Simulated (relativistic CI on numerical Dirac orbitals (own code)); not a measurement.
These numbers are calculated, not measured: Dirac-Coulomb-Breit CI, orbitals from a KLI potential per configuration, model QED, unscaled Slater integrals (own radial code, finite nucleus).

Configuration list (outside the closed core [Ne]): 3s²3p⁶3d⁹, 3s²3p⁵3d¹⁰, 3s3p⁶3d¹⁰, 3s²3p⁶3d⁸4s, 3s²3p⁶3d⁸4p, 3s²3p⁶3d⁸4d, 3s²3p⁶3d⁸4f, 3s²3p⁶3d⁷4s², 3s²3p⁵3d⁹4s, 3s²3p⁴3d¹⁰4s, 3s²3p⁶3d⁷4s4p, 3s²3p⁴3d¹⁰4p, 3s²3p⁶3d⁸5s, 3s²3p⁵3d⁹4p, 3s²3p⁶3d⁷4p², 3s²3p⁶3d⁸5p, 3s²3p⁶3d⁷4s4d, 3s²3p⁴3d¹⁰4d, 3s²3p⁶3d⁸5d, 3s3p⁵3d¹⁰4s, 3s²3p⁶3d⁷4p4d, 3s²3p⁵3d⁹4d, 3s²3p⁶3d⁸5f, 3s3p⁶3d⁹4s, 3s²3p⁵3d⁸4s², 3s²3p⁶3d⁸5g, 3s3p⁵3d¹⁰4p, 3s²3p⁶3d⁷4d², 3s²3p⁶3d⁸6s, 3s²3p⁵3d⁸4s4p, 3s²3p⁶3d⁸6p, 3s3p⁶3d⁹4p, 3s²3p⁵3d⁹4f, 3s²3p⁶3d⁸6d, 3s3p⁵3d¹⁰4d, 3p⁶3d¹⁰4s. Levels of other configurations are missing.

At this charge energies of transitions that change n are usually good to better than 1 %, and those within a shell (Δn = 0) to a few per cent.

Outline of the computed level scheme of Pd XX. Lowest level of each configuration: 3s²3p⁶3d⁹ ²D5/2 at 0.000 eV; 3s²3p⁵3d¹⁰ ²P°3/2 at 195.688 eV; 3s3p⁶3d¹⁰ ²S1/2 at 333.736 eV; 3s²3p⁶3d⁸4s ⁴F9/2 at 339.439 eV; 3s²3p⁶3d⁸4p ⁴D°7/2 at 377.098 eV.

Some strong electric-dipole decays among the lowest 45 levels: 3s²3p⁵3d¹⁰ ²P°1/2 → 3s²3p⁶3d⁹ ²D3/2 (7.0e+11 s⁻¹); 3s²3p⁶3d⁸4p ²F°7/2 → 3s²3p⁶3d⁹ ²D5/2 (4.9e+11 s⁻¹); 3s²3p⁵3d¹⁰ ²P°3/2 → 3s²3p⁶3d⁹ ²D5/2 (4.6e+11 s⁻¹); 3s²3p⁶3d⁸4p ²D°5/2 → 3s²3p⁶3d⁹ ²D5/2 (3.1e+11 s⁻¹); 3s²3p⁶3d⁸4p ²D°5/2 → 3s²3p⁶3d⁹ ²D5/2 (3.0e+11 s⁻¹); 3s²3p⁶3d⁸4p ²D°5/2 → 3s²3p⁶3d⁹ ²D5/2 (2.7e+11 s⁻¹); 3s3p⁶3d¹⁰ ²S1/2 → 3s²3p⁵3d¹⁰ ²P°3/2 (2.3e+11 s⁻¹); 3s²3p⁶3d⁸4p ²F°5/2 → 3s²3p⁶3d⁹ ²D5/2 (1.8e+11 s⁻¹).

LS names give the leading component of a level, which can be under half, so a name can repeat, a term be missing and a line seem to break the LS rules.
